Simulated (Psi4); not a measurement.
C$_{2}$H$_{6}$ClGa, charge +1, doublet, at a GFN2-xTB geometry (such geometries of metal compounds can be far from the true shape) (a state made from the parent by changing its charge; the spin is typed, not shown lowest); WB97X/STO-3G run with Psi4.

Input for Psi4:
```
memory 2 GB

molecule mol {
1 2
  Ga   -0.113187    0.044696   -0.082483
  C    -1.921726   -0.982946   -0.555037
  H    -1.857334   -1.242487   -1.613324
  H    -2.743211   -0.296523   -0.343974
  H    -1.913526   -1.858573    0.096770
  C    -0.375921    1.890249   -1.119339
  H    -0.667347    1.643297   -2.141419
  H     0.598654    2.377794   -1.054963
  H    -1.156774    2.432710   -0.583163
  Cl    1.472601   -0.581506    1.073136
}

set basis sto-3g
set reference uks
set scf_type pk
set puream true
set d_convergence 1e-8
set dft_radial_points 99
set dft_spherical_points 590

energy('wb97x')
print_variables()
```

**Question.** Write the output that Psi4 gives for this input, abridged.

**Answer.** 
```
   => Loading Basis Set <=

    Name: STO-3G
    Role: ORBITAL
    Keyword: BASIS

         ---------------------------------------------------------
                                   SCF
               by Justin Turney, Rob Parrish, Andy Simmonett
                          and Daniel G. A. Smith
                              UKS Reference
         ---------------------------------------------------------

  ==> Geometry <==

    Molecular point group: c1
    Full point group: C1

    Geometry (in Angstrom), charge = 1, multiplicity = 2:

       Center              X                  Y                   Z               Mass
    ------------   -----------------  -----------------  -----------------  -----------------
         GA          -0.175317348601     0.069230100657    -0.127759732432    68.925573500000
         C           -1.983856348601    -0.958411899343    -0.600313732432    12.000000000000
         H           -1.919464348601    -1.217952899343    -1.658600732432     1.007825032230
         H           -2.805341348601    -0.271988899343    -0.389250732432     1.007825032230
         H           -1.975656348601    -1.834038899343     0.051493267568     1.007825032230
         C           -0.438051348601     1.914783100657    -1.164615732432    12.000000000000
         H           -0.729477348601     1.667831100657    -2.186695732432     1.007825032230
         H            0.536523651399     2.402328100657    -1.100239732432     1.007825032230
         H           -1.218904348601     2.457244100657    -0.628439732432     1.007825032230
         CL           1.410470651399    -0.556971899343     1.027859267568    34.968852682000

  Running in c1 symmetry.

  Rotational constants: A =      0.18332  B =      0.08248  C =      0.05819 [cm^-1]
  Rotational constants: A =   5495.90165  B =   2472.79369  C =   1744.47702 [MHz]
  Nuclear repulsion =  337.759236876496004

  Charge       = 1
  Multiplicity = 2
  Electrons    = 65
  Nalpha       = 33
  Nbeta        = 32

  ==> Algorithm <==

  SCF Algorithm Type is PK.
  DIIS enabled.
  MOM disabled.
  Fractional occupation disabled.
  Guess Type is SAD.
  Energy threshold   = 1.00e-06
  Density threshold  = 1.00e-08
  Integral threshold = 1.00e-12

  ==> Primary Basis <==

  Basis Set: STO-3G
    Blend: STO-3G
    Number of shells: 25
    Number of basis functions: 43
    Number of Cartesian functions: 44
    Spherical Harmonics?: true
    Max angular momentum: 2

  ==> DFT Potential <==

   => LibXC <=

    Version 7.1.2
    S. Lehtola, C. Steigemann, M. J. T. Oliveira, and M. A. L. Marques,  SoftwareX 7, 1–5 (2018) (10.1016/j.softx.2017.11.002)

   => Composite Functional: WB97X <=

    wB97X Hyb-GGA Exchange-Correlation Functional

    J.-D. Chai and M. Head-Gordon,  J. Chem. Phys. 128, 084106 (2008) (10.1063/1.2834918)

    Deriv               =              1
    GGA                 =           TRUE
    Meta                =          FALSE

    Exchange Hybrid     =           TRUE
    MP2 Hybrid          =          FALSE

   => Exchange-Correlation Functionals <=

    1.0000   wB97X range-separated functional

   => Exact (HF) Exchange <=

    0.8423            HF,LR [omega = 0.3000]
    0.1577               HF

   => LibXC Density Thresholds  <==

    XC_HYB_GGA_XC_WB97X:  1.00E-14

   => Molecular Quadrature <=

    Radial Scheme          =       TREUTLER
    Pruning Scheme         =           NONE
    Nuclear Scheme         =       TREUTLER

    Blocking Scheme        =         OCTREE
    BS radius alpha        =              1
    Pruning alpha          =              1
    Radial Points          =             99
    Spherical Points       =            590
    Total Points           =         544934
    Total Blocks           =           3868
    Max Points             =            256
    Max Functions          =             40
    Weights Tolerance      =       1.00E-15

  ==> Integral Setup <==

  Using in-core PK algorithm.
   Calculation information:
[...]
   @UKS iter  45: -2436.12912434702594   -7.27596e-12   1.44323e-08 DIIS
   @UKS iter  46: -2436.12912434702548    4.54747e-13   1.44888e-08 DIIS
   @UKS iter  47: -2436.12912434702730   -1.81899e-12   1.44926e-08 DIIS
   @UKS iter  48: -2436.12912434702457    2.72848e-12   1.44254e-08 DIIS
   @UKS iter  49: -2436.12912434702548   -9.09495e-13   1.43882e-08 DIIS
   @UKS iter  50: -2436.12912434702002    5.45697e-12   1.40391e-08 DIIS
   @UKS iter  51: -2436.12912434702230   -2.27374e-12   1.39180e-08 DIIS
   @UKS iter  52: -2436.12912434702503   -2.72848e-12   1.40667e-08 DIIS
   @UKS iter  53: -2436.12912434702548   -4.54747e-13   1.40933e-08 DIIS
   @UKS iter  54: -2436.12912434702321    2.27374e-12   1.42415e-08 DIIS
   @UKS iter  55: -2436.12912434703048   -7.27596e-12   1.36532e-08 DIIS
   @UKS iter  56: -2436.12912434702912    1.36424e-12   1.36191e-08 DIIS
   @UKS iter  57: -2436.12912434702457    4.54747e-12   1.30513e-08 DIIS
   @UKS iter  58: -2436.12912434702503   -4.54747e-13   1.27701e-08 DIIS
   @UKS iter  59: -2436.12912434702775   -2.72848e-12   1.29341e-08 DIIS
   @UKS iter  60: -2436.12912434702548    2.27374e-12   1.23169e-08 DIIS
   @UKS iter  61: -2436.12912434703685   -1.13687e-11   1.05919e-08 DIIS
   @UKS iter  62: -2436.12912434704231   -5.45697e-12   9.42574e-09 DIIS
  Energy and wave function converged.

  ==> Post-Iterations <==

   Electrons on quadrature grid:
      Nalpha   =   33.0000002008 ; deviation = 2.008e-07
      Nbeta    =   32.0000000875 ; deviation = 8.751e-08
      Ntotal   =   65.0000002883 ; deviation = 2.883e-07

   @Spin Contamination Metric:   3.628409890E-04
   @S^2 Expected:                7.500000000E-01
   @S^2 Observed:                7.503628410E-01
   @S   Expected:                5.000000000E-01
   @S   Observed:                5.000000000E-01

    Orbital Energies [Eh]
    ---------------------

    Alpha Occupied:

[...]
    Alpha Virtual:

[...]
      43A      0.370580

    Beta Occupied:

[...]
    Beta Virtual:

[...]
    Final Occupation by Irrep:
              A
    DOCC [    32 ]
    SOCC [     1 ]
    NA   [    33 ]
    NB   [    32 ]

  @UKS Final Energy: -2436.12912434704231

   => Energetics <=

    Nuclear Repulsion Energy =            337.7592368764960042
    One-Electron Energy =               -4039.6211591788883197
    Two-Electron Energy =                1354.7739841833467835
    DFT Exchange-Correlation Energy =     -89.0411862279966186
    Empirical Dispersion Energy =           0.0000000000000000
    VV10 Nonlocal Energy =                  0.0000000000000000
    Total Energy =                      -2436.1291243470423069

  UHF NO Occupations:
  HONO-2 :   31  A 1.9999825
  HONO-1 :   32  A 1.9998460
  HONO-0 :   33  A 1.0000000
  LUNO+0 :   34  A 0.0001540
  LUNO+1 :   35  A 0.0000175
  LUNO+2 :   36  A 0.0000071
  LUNO+3 :   37  A 0.0000020

Computation Completed

Properties will be evaluated at   0.000000,   0.000000,   0.000000 [a0]

Properties computed using the SCF density matrix

 Multipole Moments:

 ------------------------------------------------------------------------------------
     Multipole            Electronic (a.u.)      Nuclear  (a.u.)        Total (a.u.)
 ------------------------------------------------------------------------------------

 L = 1.  Multiply by 2.5417464519 to convert [e a0] to [Debye]
 Dipole X            :          6.6654907           -7.7490166           -1.0835259
 Dipole Y            :         -2.6320928            3.0599591            0.4278663
 Dipole Z            :          4.8573796           -5.6469823           -0.7896027
 Magnitude           :                                                    1.4073274

 ------------------------------------------------------------------------------------

  Variable Map:
  ----------------------------------------------------------------------------
[...]
  Array Variable Map:
  ----------------------------------------------------------------------------
[...]
[...]
```
